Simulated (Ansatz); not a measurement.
Computed with Ansatz on PBE0-D4/def2-TZVP structures; ΔE is electronic, products minus reactants. CCSD(T)/CBS adds triple-zeta CCSD(T) − MP2 to the extrapolated MP2 energy (def2 sets, frozen cores). This one scheme is used for every species. DFT in def2-TZVPP. Each species was taken in one conformer, which may not be the lowest.

`BC(CF)N=C` + BH₃ → `BC(B)CF` + `C=N`  (formal exchange of groups at a C–N bond)

CCSD(T)/CBS gives -84.2 kJ/mol.

(1) Another level gave -81.7 kJ/mol. Which?
A. BHLYP/def2-TZVPP
B. PBE/def2-TZVPP
C. SCS-MP2/def2-TZVPP
D. ωB97M-V/def2-TZVPP

(2) What do rigid-rotor, harmonic-oscillator terms from PBE0-D4/def2-TZVP frequencies (298.15 K, 1 bar) make of the CCSD(T)/CBS value? (Estimate.)

Largest T1 diagnostic among the species: 0.012.

## Answers

(1) A. BHLYP -81.7, PBE -91.5, SCS-MP2/def2-TZVPP -77.1, ωB97M-V -86.3 kJ/mol.

(2) The calculation gave: ΔZPE = +8.0 kJ/mol, ΔH = -77.3 kJ/mol, ΔS = 21 J/(mol·K), ΔG = -83.6 kJ/mol.

Leaving LDA and LC-ωPBE aside and taking each functional with its dispersion term where it has one, the values, not all of them listed here, spread over 11.2 kJ/mol, from B97M-V to BHLYP-D4. The D4 term adds +3.6 kJ/mol with B3LYP and +2.2 kJ/mol with PBE0; it sums over pairs of atoms, weighted by their polarisabilities, and B3LYP, whose exchange is more repulsive, gets the larger term.

B3LYP here is the variant with VWN-RPA as its local correlation; programs differ in this.
